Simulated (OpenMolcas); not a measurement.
# 3d ions of charge +5 along the row

```
Program             : OpenMolcas 26.06
Method              : MS-CASPT2, IPEA 0.25 Eh, imaginary shift 0.1 Eh
Basis               : ANO-R2
Scalar Hamiltonian  : X2C, finite nucleus
Spin-orbit coupling : state interaction with AMFI integrals over the reference wave functions, term energies averaged over their components
```

Active space: the 3d shell; CASPT2 also correlates the outermost closed s and p core shells.

B and C come from two terms' centres of gravity (d2, d8: 3P = 15B, 1G = 12B + 2C; d3, d7: 4P = 15B, 2G = 4B + 3C; d4, d6: 3G = 9B + 4C, 3H = 4B + 4C; d5: 4D = 17B + 5C, 4G = 10B + 5C, above the ground term), where all their levels are at least 80 % pure. ζ = ±2S·A comes from the whole width of the ground multiplet by E(J) = (A/2) J(J+1), where its levels are at least 85 % pure. Energies in cm-1.

```json
{"Ion": "Fe5+", "Configuration": "3d³", "Lowest level": "⁴F_3/2", "Weight (%)": "100", "B": "1243", "B measured": "1205", "C": "5043", "C measured": "5007", "ζ": "588", "ζ measured": "572"}
{"Ion": "Co5+", "Configuration": "3d⁴", "Lowest level": "⁵D₀", "Weight (%)": "100", "B": "1171", "B measured": "1131", "C": "5942", "C measured": "5809", "ζ": "746", "ζ measured": "713"}
{"Ion": "Ni5+", "Configuration": "3d⁵", "Lowest level": "⁶S_5/2", "Weight (%)": "100", "B": "1245", "B measured": "", "C": "6247", "C measured": "", "ζ": "", "ζ measured": ""}
{"Ion": "Cu5+", "Configuration": "3d⁶", "Lowest level": "⁵D₄", "Weight (%)": "100", "B": "1461", "B measured": "1457", "C": "6172", "C measured": "5971", "ζ": "1044", "ζ measured": "1093"}
```

Measured columns use the levels in Corliss and Sugar, J. Phys. Chem. Ref. Data 11, 135 (1982) (Fe5+); Sugar and Corliss, J. Phys. Chem. Ref. Data 10, 1097 (1981) (Co5+); Sugar and Musgrove, J. Phys. Chem. Ref. Data 19, 527 (1990) (Cu5+).

The computed B goes from 1243 (Fe5+) to 1461 cm-1 (Cu5+), a factor of 1.18, though not at every step. It departs from the measured column by 0 to +3 %. The Trees term is left out, which lowers the B read from the levels of every ion, most for d4 to d6. The pair of terms that fixes B changes along the row, so steps between ions also reflect that choice.

The computed ζ goes from 588 (Fe5+) to 1044 cm-1 (Cu5+), a factor of 1.78, rising at every step. It departs from the measured column by -4 to +5 %.

CASPT2 breaks the degeneracy within a term, and the mean is taken; among the low terms the widest spread is 1200 cm-1 (3d⁴ ¹I, Co5+). The CASPT2 spread within a term exceeds the gap to the next term for 3d⁴ ³H and 3d⁴ ³P(1), 3d⁴ ³D and 3d⁴ ¹G(1), 3d⁴ ¹G(1) and 3d⁴ ¹I and others, so the order of their levels is uncertain, and so are names and mixing where such terms share a J (figures for Co5+; the like holds for Cu5+). Blocks of more than 70 roots (2S+1 = 2 even) ran without multistate coupling (holds for Ni5+). Measured partners are found by configuration, term and J. A level has none where our copy of the source lacks it or the pairing is in doubt (some pairs that miss far off the trend of their configuration count as doubtful), and it then counts in no deviation. Only configurations of the active space appear.

A number in round brackets counts repeated terms of one configuration in the order of the reference energies.
